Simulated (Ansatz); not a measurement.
Gas-phase electronic energies from Ansatz, PBE0-D4/def2-TZVP geometries. CBS: MP2 limit from def2 TZ/QZ plus the TZ coupled-cluster correction, frozen cores. DFT in def2-TZVPP. Elements past krypton have def2 core potentials. For Ge, Sb outer-core shells are correlated without core-valence functions, which leaves a few kJ/mol of doubt a bond. Scalar relativity is left out up to krypton. Each species was taken in one conformer, which may not be the lowest.

Consider the redistribution: `C[O][SbH][NH2]` + `[CH3][GeH]([SiH3])[Cl]` → `C[O][SbH][SiH3]` + `[CH3][GeH]([NH2])[Cl]`.

```csv
level,ΔE (eV)
ωB97X-V,-0.23
CCSD(T)/def2-TZVPP,-0.26
HF/def2-QZVPP,-0.32
MP2/CBS(def2),-0.26
```

Q: What does CCSD(T)/CBS give? (An estimate is asked.)

A: The calculation gave: -0.24 eV. The listed levels differ from it by 0.01, -0.02, -0.08, -0.02 eV.

Largest T1 diagnostic among the species: 0.014.

In def2-TZVPP, CCSD(T) changes the Hartree–Fock value by +0.08 eV (the triples alone add +0.01 eV) and MP2 by +0.06 eV. From PBE to PBE0 (25 % exact exchange), in def2-TZVPP and without D4, ΔE moves by −0.05 eV.
